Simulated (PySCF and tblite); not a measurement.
The numbers below are computed, except where a source is named.
**Dynamics report: rotation**

System: C6H7ClF2O, numbered as in [F:1][CH:2]([F:3])[C@@:4]12[CH2:5][C@@H:6]([Cl:7])[CH2:8][C@@H:9]1[O:10]2.

Motion: rotation about the C2–C4 bond (torsion F1–C2–C4–C5 from -73° to 68°, rising). Level: PBE0/pcSseg-1 + D3(BJ) on GFN2-xTB stationary points, with GFN2-xTB thermal terms. Rates follow Eyring's equation with the number of equivalent paths and no tunnelling. (PySCF 2.14 with density fitting, tblite 0.8.)

```tsv
point	symmetry	E(GFN2) kcal/mol	E(DFT) kcal/mol	ZPE change kcal/mol	lowest mode cm⁻¹	dipole D
start	C1	0.0	0.0	0.00	43	2.02
saddle	C1	4.0	4.4	-0.05	46i	2.40
end	C1	2.9	1.3	0.00	36	2.03
```

- Electronic barrier: 4.4 kcal/mol
- Barrier with zero-point energy: 4.4 kcal/mol
- ΔH‡ (298 K): 3.8 kcal/mol
- ΔS‡ (298 K, symmetry apart): -4.0 cal/(mol K)
- Paths: 1 equivalent path
- End point: a different minimum
- Mean lifetime of the start against this motion at 298 K: 760 ps
- Cost: 2.2 min on 1 thread of Arm Neoverse V1, on a host shared with other jobs (rough), peak memory 0.96 GiB, launched as `OMP_NUM_THREADS=1 python ens_run.py task.json out`

| T/K | ΔG‡ kcal/mol | k s⁻¹ | ΔG kcal/mol | k back s⁻¹ |
| --- | --- | --- | --- | --- |
| 150 | 4.6 | 5.9×10⁵ | 1.3 | 4.8×10⁷ |
| 200 | 4.7 | 2.8×10⁷ | 1.3 | 7.4×10⁸ |
| 250 | 4.9 | 2.9×10⁸ | 1.3 | 3.9×10⁹ |
| 298 | 5.0 | 1.3×10⁹ | 1.3 | 1.2×10¹⁰ |
| 350 | 5.2 | 4.3×10⁹ | 1.3 | 2.8×10¹⁰ |
| 400 | 5.3 | 1×10¹⁰ | 1.3 | 5.1×10¹⁰ |
| 500 | 5.7 | 3.5×10¹⁰ | 1.3 | 1.2×10¹¹ |

ΔG and ΔG‡ leave out symmetry numbers and mirror images; rates count paths: 1 out, 1 back.
